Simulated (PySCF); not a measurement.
# Electron correlation in Br (bromine, neutral)

[Ar] 3d10 4s2 4p5, 2P determinant. Calculation: PySCF 2.14, in aug-cc-pVQZ-PP with one added diffuse shell each of s, p, d, f, g type with ECP10MDF (8s7p6d4f3g, 114 functions); scalar relativity through the core potential. Frozen: 3s2 3p6 3d10; 7 electrons correlated.

MP2 pair energies summed by pair of shells (mhartree):

| pair | energy | share (%) |
| --- | --- | --- |
| 4p-4p | -90.98 | 60.1 |
| 4s-4p | -51.50 | 34.0 |
| 4s-4s | -8.97 | 5.9 |

Total MP2 correlation energy: -151.45 mhartree.

Same-spin part -32.31 and opposite-spin part -119.14 mhartree; SCS-MP2 scales them by 1/3 and 6/5 to -153.74 mhartree.
